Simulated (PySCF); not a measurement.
## How methods differ on the fine-structure interval of Re⁶⁶⁺

Re⁶⁶⁺ [He] 2s2 2p5 [2p1/2^2 2p3/2^3, M_J = 3/2] → Re⁶⁶⁺ [He] 2s2 2p5 [2p1/2^1 2p3/2^4, M_J = 1/2], as a difference of total energies. Calculation: PySCF 2.14, in an uncontracted even-tempered set (16 s from 51 bohr⁻², ratio 2.4; 13 p from 66 bohr⁻², ratio 2.4; 5 d from 230 bohr⁻², ratio 2.6; 4 f from 340 bohr⁻², ratio 2.6); the two-component X2C-1e Hamiltonian. Correlated levels: nothing frozen; the 28 highest virtual spinors dropped. "Screened" scales the spin-orbit matrix elements by Boettger's factors to mimic the two-electron term; Breit and QED terms are absent.

```json
{"method": "GHF (screened spin-orbit)", "fine-structure interval (cm⁻¹)": "12049000"}
{"method": "GMP2 (screened spin-orbit)", "fine-structure interval (cm⁻¹)": "12050000"}
{"method": "GHF (bare spin-orbit)", "fine-structure interval (cm⁻¹)": "12420000"}
```
